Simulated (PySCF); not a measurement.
B(Me)(OMe)(SMe) (C3H9BOS), SMILES COB(C)SC. Atoms are numbered in the order given.

```xyz
15

B      0.0777     0.5094     0.1884
C      0.3738     1.9148     0.8327
H      0.9787     1.8491     1.7476
H     -0.5675     2.4331     1.0840
H      0.9071     2.5655     0.1186
O     -0.6491     0.3381    -0.9478
C     -1.2065     1.4138    -1.6552
H     -0.4327     2.1140    -2.0127
H     -1.7398     1.0128    -2.5288
H     -1.9257     1.9802    -1.0398
S      0.7303    -0.9761     0.9848
C      0.1378    -2.3031    -0.1010
H     -0.9594    -2.3180    -0.1340
H      0.5041    -3.2527     0.3103
H      0.5236    -2.1728    -1.1204
```

Geometry: PBE0-D3(BJ)/def2-SVP. Other conformers were not sampled.

Two levels are set side by side: PBE/pcSseg-1 (PySCF) and HF/pcSseg-1 (PySCF). GIAO shifts against BF3 (¹¹B), H2O (¹⁷O), H2S (³³S), TMS (¹H), TMS (¹³C) at the same level; non-relativistic, no solvent, atoms listed together averaged. Differences are taken from unrounded values.

```tsv
quantity	HF
δ(¹¹B) of B1 (ppm)	39.3
δ(¹³C) of C2 (ppm)	4.5
δ(¹⁷O) of O6 (ppm)	98.1
δ(¹³C) of C7 (ppm)	51.2
δ(³³S) of S11 (ppm)	107.0
δ(¹³C) of C12 (ppm)	13.7
```

Q: What does PBE give, and how far is it from HF? (The exact figures need the calculation; the answer reports its results.)

A: 
```csv
quantity,PBE,PBE minus HF
δ(¹¹B) of B1 (ppm),36.5,-2.8
δ(¹³C) of C2 (ppm),3.5,-1.1
δ(¹⁷O) of O6 (ppm),159.9,61.8
δ(¹³C) of C7 (ppm),57.8,6.5
δ(³³S) of S11 (ppm),188.5,81.5
δ(¹³C) of C12 (ppm),15.8,2.1
```

Rough cost on one machine, each run with all the roots and properties that it gave: HF against PBE within a factor of 2.
